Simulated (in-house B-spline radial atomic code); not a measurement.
How G0W0 and RPA depend on the start: neutral beryllium

Configuration [He] 2s2. Computed with a B-spline radial code for spherical atoms: all electrons, non-relativistic, point nucleus, each spin shell either full or empty, empty states to l = 9 with an (l + 1/2)⁻⁴ tail; G0W0 by contour deformation at full frequency.

```json
{"start": "Hartree-Fock", "mean-field 2s (eV)": "-8.416", "G0W0 (eV)": "-9.203", "QP weight": "0.938", "RPA correlation (Eh)": "-0.13227"}
{"start": "LDA VWN5", "mean-field 2s (eV)": "-5.599", "G0W0 (eV)": "-8.982", "QP weight": "0.754", "RPA correlation (Eh)": "-0.18193"}
{"start": "PBE", "mean-field 2s (eV)": "-5.609", "G0W0 (eV)": "-8.950", "QP weight": "0.756", "RPA correlation (Eh)": "-0.18167"}
{"start": "PBE0", "mean-field 2s (eV)": "-6.492", "G0W0 (eV)": "?", "QP weight": "?", "RPA correlation (Eh)": "?"}
{"start": "r2SCAN", "mean-field 2s (eV)": "-5.745", "G0W0 (eV)": "-9.124", "QP weight": "0.825", "RPA correlation (Eh)": "-0.175"}
{"start": "HSE06", "mean-field 2s (eV)": "-6.094", "G0W0 (eV)": "-9.078", "QP weight": "0.821", "RPA correlation (Eh)": "-0.16915"}
{"start": "B3LYP (VWN-RPA)", "mean-field 2s (eV)": "-6.319", "G0W0 (eV)": "-9.092", "QP weight": "0.838", "RPA correlation (Eh)": "-0.16694"}
{"start": "SCAN", "mean-field 2s (eV)": "-5.751", "G0W0 (eV)": "-9.127", "QP weight": "0.827", "RPA correlation (Eh)": "-0.17541"}
{"start": "TPSS", "mean-field 2s (eV)": "-5.743", "G0W0 (eV)": "-9.007", "QP weight": "0.784", "RPA correlation (Eh)": "-0.17674"}
{"start": "BHandHLYP", "mean-field 2s (eV)": "-7.234", "G0W0 (eV)": "-9.172", "QP weight": "0.897", "RPA correlation (Eh)": "-0.15087"}
{"start": "CAM-B3LYP", "mean-field 2s (eV)": "-7.675", "G0W0 (eV)": "-9.198", "QP weight": "0.909", "RPA correlation (Eh)": "-0.1508"}
{"start": "LC-wPBE", "mean-field 2s (eV)": "-8.915", "G0W0 (eV)": "-9.228", "QP weight": "0.938", "RPA correlation (Eh)": "-0.14278"}
{"start": "wB97X", "mean-field 2s (eV)": "-8.633", "G0W0 (eV)": "?", "QP weight": "?", "RPA correlation (Eh)": "?"}
{"start": "PBEsol", "mean-field 2s (eV)": "-5.542", "G0W0 (eV)": "-8.965", "QP weight": "0.752", "RPA correlation (Eh)": "-0.18131"}
{"start": "BLYP", "mean-field 2s (eV)": "-5.467", "G0W0 (eV)": "-8.857", "QP weight": "0.733", "RPA correlation (Eh)": "-0.18205"}
{"start": "r2SCAN0", "mean-field 2s (eV)": "-6.549", "G0W0 (eV)": "-9.200", "QP weight": "0.873", "RPA correlation (Eh)": "-0.16039"}
```

Q: What G0W0 level, weight and RPA correlation energy follow from the wB97X start?

A: G0W0 level -9.256 eV, weight 0.935, RPA correlation -0.14233 hartree.

Q: What G0W0 level, weight and RPA correlation energy follow from the PBE0 start?

A: G0W0 level -9.151 eV, weight 0.857, RPA correlation -0.16353 hartree.

Q: How much of the dependence on the start does G0W0 remove?

A: The mean-field levels span 3.45 eV and the G0W0 levels 0.399 eV. Against 9.323 eV (NIST, measured) the G0W0 removal energies are off by -0.47 to -0.07 eV.
